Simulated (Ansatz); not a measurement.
Ansatz (a quantum-chemistry and plane-wave program) input (HF/6-31G*):

Ansatz 0.2 input:
```yaml
crystal:
  periodic: [false, false, false]
  atoms:
    - {symbol: O, position_ang: [0.00000000, 0.00000000, 0.89146135]}
    - {symbol: Si, position_ang: [-0.00000000, -0.00000000, -0.64106549]}
    - {symbol: H, position_ang: [0.00000000, 0.00000000, 1.84322611]}
basis:
  gaussian:
    orbitals: 6-31G*
hamiltonian:
  xc: {name: HF}
total_charge: 1
phonons: {temperatures: {t_min: 298.15, t_max: 298.15, t_step: 100}}
```

Output:

```
Functional definition: HF
integrals: 0.00 GiB planned
342 factors; integrals over basis functions are off by at most 2.6e-4 eV
mean field: 0.05 GiB planned
mean field evaluation 1: about -9899.4919 eV, gradient 6.8e1 eV
mean field evaluation 2: about -9899.4984 eV, gradient 6.8e1 eV
mean field evaluation 4: about -9907.7626 eV, gradient 3.3e0 eV
mean field evaluation 8: about -9907.8043 eV, gradient 2.2e-4 eV
mean field -9907.80434378 eV, -364.1050938829 hartree, gradient 2.3e-5 eV, S^2 0.000000; 0 other end points of the search recorded, 0 dependent functions left out
the calculation of the forces begins
reference -9907.80434378 eV, -364.1050938829 hartree; 11, 11 occupied and 25, 25 virtual orbitals, 342 factors
these checks for a lower state are left out or cut short: stability, starts, cluster_reference, orbital_swaps, neighbouring_geometries, increment
integrals: 0.00 GiB planned
342 factors; integrals over basis functions are off by at most 2.6e-4 eV
mean field: 0.05 GiB planned
mean field evaluation 16: about -9907.8043 eV, gradient 8.7e-5 eV
mean field -9907.80433965 eV, -364.1050937313 hartree, gradient 2.0e-6 eV, S^2 0.000000; 0 other end points of the search recorded, 0 dependent functions left out
the calculation of the forces begins
reference -9907.80433965 eV, -364.1050937313 hartree; 11, 11 occupied and 25, 25 virtual orbitals, 342 factors
these checks for a lower state are left out or cut short: stability, starts, cluster_reference, orbital_swaps, neighbouring_geometries, increment
integrals: 0.00 GiB planned
342 factors; integrals over basis functions are off by at most 2.6e-4 eV
mean field: 0.05 GiB planned
mean field -9907.80433965 eV, -364.1050937313 hartree, gradient 2.0e-6 eV, S^2 0.000000; 0 other end points of the search recorded, 0 dependent functions left out
the calculation of the forces begins
reference -9907.80433965 eV, -364.1050937313 hartree; 11, 11 occupied and 25, 25 virtual orbitals, 342 factors
these checks for a lower state are left out or cut short: stability, starts, cluster_reference, orbital_swaps, neighbouring_geometries, increment
integrals: 0.00 GiB planned
342 factors; integrals over basis functions are off by at most 2.6e-4 eV
mean field: 0.05 GiB planned
mean field evaluation 32: about -9907.8043 eV, gradient 2.0e-6 eV
mean field -9907.80433965 eV, -364.1050937313 hartree, gradient 2.0e-6 eV, S^2 0.000000; 0 other end points of the search recorded, 0 dependent functions left out
the calculation of the forces begins
reference -9907.80433965 eV, -364.1050937313 hartree; 11, 11 occupied and 25, 25 virtual orbitals, 342 factors
these checks for a lower state are left out or cut short: stability, starts, cluster_reference, orbital_swaps, neighbouring_geometries, increment
integrals: 0.00 GiB planned
342 factors; integrals over basis functions are off by at most 2.6e-4 eV
mean field: 0.05 GiB planned
mean field -9907.80433965 eV, -364.1050937313 hartree, gradient 2.0e-6 eV, S^2 0.000000; 0 other end points of the search recorded, 0 dependent functions left out
the calculation of the forces begins
reference -9907.80433965 eV, -364.1050937313 hartree; 11, 11 occupied and 25, 25 virtual orbitals, 342 factors
these checks for a lower state are left out or cut short: stability, starts, cluster_reference, orbital_swaps, neighbouring_geometries, increment
integrals: 0.00 GiB planned
342 factors; integrals over basis functions are off by at most 2.5e-4 eV
mean field: 0.05 GiB planned
mean field -9907.80398724 eV, -364.1050807804 hartree, gradient 2.3e-6 eV, S^2 0.000000; 0 other end points of the search recorded, 0 dependent functions left out
the calculation of the forces begins
reference -9907.80398724 eV, -364.1050807804 hartree; 11, 11 occupied and 25, 25 virtual orbitals, 342 factors
these checks for a lower state are left out or cut short: stability, starts, cluster_reference, orbital_swaps, neighbouring_geometries, increment
integrals: 0.00 GiB planned
342 factors; integrals over basis functions are off by at most 2.6e-4 eV
mean field: 0.05 GiB planned
mean field -9907.80398574 eV, -364.1050807251 hartree, gradient 2.3e-6 eV, S^2 0.000000; 0 other end points of the search recorded, 0 dependent functions left out
the calculation of the forces begins
reference -9907.80398574 eV, -364.1050807251 hartree; 11, 11 occupied and 25, 25 virtual orbitals, 342 factors
these checks for a lower state are left out or cut short: stability, starts, cluster_reference, orbital_swaps, neighbouring_geometries, increment
integrals: 0.00 GiB planned
342 factors; integrals over basis functions are off by at most 2.6e-4 eV
mean field: 0.05 GiB planned
mean field -9907.80434317 eV, -364.1050938607 hartree, gradient 1.3e-6 eV, S^2 0.000000; 0 other end points of the search recorded, 0 dependent functions left out
the calculation of the forces begins
reference -9907.80434317 eV, -364.1050938607 hartree; 11, 11 occupied and 25, 25 virtual orbitals, 342 factors
these checks for a lower state are left out or cut short: stability, starts, cluster_reference, orbital_swaps, neighbouring_geometries, increment
integrals: 0.00 GiB planned
342 factors; integrals over basis functions are off by at most 2.6e-4 eV
mean field: 0.05 GiB planned
mean field evaluation 64: about -9907.7946 eV, gradient 1.2e-1 eV
mean field -9907.80434317 eV, -364.1050938607 hartree, gradient 1.3e-6 eV, S^2 0.000000; 0 other end points of the search recorded, 0 dependent functions left out
the calculation of the forces begins
reference -9907.80434317 eV, -364.1050938607 hartree; 11, 11 occupied and 25, 25 virtual orbitals, 342 factors
these checks for a lower state are left out or cut short: stability, starts, cluster_reference, orbital_swaps, neighbouring_geometries, increment
integrals: 0.00 GiB planned
342 factors; integrals over basis functions are off by at most 2.6e-4 eV
mean field: 0.05 GiB planned
mean field -9907.80434317 eV, -364.1050938607 hartree, gradient 1.3e-6 eV, S^2 0.000000; 0 other end points of the search recorded, 0 dependent functions left out
the calculation of the forces begins
reference -9907.80434317 eV, -364.1050938607 hartree; 11, 11 occupied and 25, 25 virtual orbitals, 342 factors
these checks for a lower state are left out or cut short: stability, starts, cluster_reference, orbital_swaps, neighbouring_geometries, increment
integrals: 0.00 GiB planned
342 factors; integrals over basis functions are off by at most 2.6e-4 eV
mean field: 0.05 GiB planned
mean field -9907.80434317 eV, -364.1050938607 hartree, gradient 1.3e-6 eV, S^2 0.000000; 0 other end points of the search recorded, 0 dependent functions left out
the calculation of the forces begins
reference -9907.80434317 eV, -364.1050938607 hartree; 11, 11 occupied and 25, 25 virtual orbitals, 342 factors
these checks for a lower state are left out or cut short: stability, starts, cluster_reference, orbital_swaps, neighbouring_geometries, increment
integrals: 0.00 GiB planned
342 factors; integrals over basis functions are off by at most 2.5e-4 eV
mean field: 0.05 GiB planned
mean field -9907.80416620 eV, -364.1050873570 hartree, gradient 1.2e-6 eV, S^2 0.000000; 0 other end points of the search recorded, 0 dependent functions left out
the calculation of the forces begins
reference -9907.80416620 eV, -364.1050873570 hartree; 11, 11 occupied and 25, 25 virtual orbitals, 342 factors
these checks for a lower state are left out or cut short: stability, starts, cluster_reference, orbital_swaps, neighbouring_geometries, increment
integrals: 0.00 GiB planned
342 factors; integrals over basis functions are off by at most 2.6e-4 eV
mean field: 0.05 GiB planned
mean field evaluation 96: about -9907.8042 eV, gradient 4.2e-5 eV
mean field -9907.80416840 eV, -364.1050874377 hartree, gradient 2.3e-6 eV, S^2 0.000000; 0 other end points of the search recorded, 0 dependent functions left out
the calculation of the forces begins
reference -9907.80416840 eV, -364.1050874377 hartree; 11, 11 occupied and 25, 25 virtual orbitals, 342 factors
these checks for a lower state are left out or cut short: stability, starts, cluster_reference, orbital_swaps, neighbouring_geometries, increment
integrals: 0.00 GiB planned
342 factors; integrals over basis functions are off by at most 2.6e-4 eV
mean field: 0.05 GiB planned
mean field -9907.80434221 eV, -364.1050938252 hartree, gradient 8.8e-7 eV, S^2 0.000000; 0 other end points of the search recorded, 0 dependent functions left out
the calculation of the forces begins
reference -9907.80434221 eV, -364.1050938252 hartree; 11, 11 occupied and 25, 25 virtual orbitals, 342 factors
these checks for a lower state are left out or cut short: stability, starts, cluster_reference, orbital_swaps, neighbouring_geometries, increment
integrals: 0.00 GiB planned
342 factors; integrals over basis functions are off by at most 2.6e-4 eV
mean field: 0.05 GiB planned
mean field -9907.80434221 eV, -364.1050938252 hartree, gradient 8.8e-7 eV, S^2 0.000000; 0 other end points of the search recorded, 0 dependent functions left out
the calculation of the forces begins
reference -9907.80434221 eV, -364.1050938252 hartree; 11, 11 occupied and 25, 25 virtual orbitals, 342 factors
these checks for a lower state are left out or cut short: stability, starts, cluster_reference, orbital_swaps, neighbouring_geometries, increment
integrals: 0.00 GiB planned
342 factors; integrals over basis functions are off by at most 2.6e-4 eV
mean field: 0.05 GiB planned
mean field -9907.80434221 eV, -364.1050938252 hartree, gradient 8.8e-7 eV, S^2 0.000000; 0 other end points of the search recorded, 0 dependent functions left out
the calculation of the forces begins
reference -9907.80434221 eV, -364.1050938252 hartree; 11, 11 occupied and 25, 25 virtual orbitals, 342 factors
these checks for a lower state are left out or cut short: stability, starts, cluster_reference, orbital_swaps, neighbouring_geometries, increment
integrals: 0.00 GiB planned
342 factors; integrals over basis functions are off by at most 2.6e-4 eV
mean field: 0.05 GiB planned
mean field -9907.80434221 eV, -364.1050938252 hartree, gradient 8.8e-7 eV, S^2 0.000000; 0 other end points of the search recorded, 0 dependent functions left out
the calculation of the forces begins
reference -9907.80434221 eV, -364.1050938252 hartree; 11, 11 occupied and 25, 25 virtual orbitals, 342 factors
these checks for a lower state are left out or cut short: stability, starts, cluster_reference, orbital_swaps, neighbouring_geometries, increment
integrals: 0.00 GiB planned
342 factors; integrals over basis functions are off by at most 2.6e-4 eV
mean field: 0.05 GiB planned
mean field evaluation 128: about -9907.7944 eV, gradient 1.8e-1 eV
mean field -9907.80416481 eV, -364.1050873058 hartree, gradient 2.3e-6 eV, S^2 0.000000; 0 other end points of the search recorded, 0 dependent functions left out
the calculation of the forces begins
reference -9907.80416481 eV, -364.1050873058 hartree; 11, 11 occupied and 25, 25 virtual orbitals, 342 factors
these checks for a lower state are left out or cut short: stability, starts, cluster_reference, orbital_swaps, neighbouring_geometries, increment
integrals: 0.00 GiB planned
342 factors; integrals over basis functions are off by at most 2.5e-4 eV
mean field: 0.05 GiB planned
mean field -9907.80416414 eV, -364.1050872814 hartree, gradient 2.3e-6 eV, S^2 0.000000; 0 other end points of the search recorded, 0 dependent functions left out
the calculation of the forces begins
reference -9907.80416414 eV, -364.1050872814 hartree; 11, 11 occupied and 25, 25 virtual orbitals, 342 factors
Total energy: -9907.80434378 eV, -364.1050938829 hartree
Atom 0 at     0.000000     0.000000     0.891461 Å, force    -0.000000     0.000000     0.000402 eV/Å
Atom 1 at    -0.000000    -0.000000    -0.641065 Å, force     0.000000    -0.000000    -0.000104 eV/Å
Atom 2 at     0.000000     0.000000     1.843226 Å, force    -0.000000    -0.000000    -0.000299 eV/Å
Dipole moment:     0.000000    -0.000000    -0.053953 e Å
Vibrations: 399.97 399.97 1201.63 4065.61 cm⁻¹, zero-point energy 0.376117 eV
```

The blocks after the first are displaced geometries, from whose forces the wavenumbers follow.

The dipole moment of an ion depends on the origin.
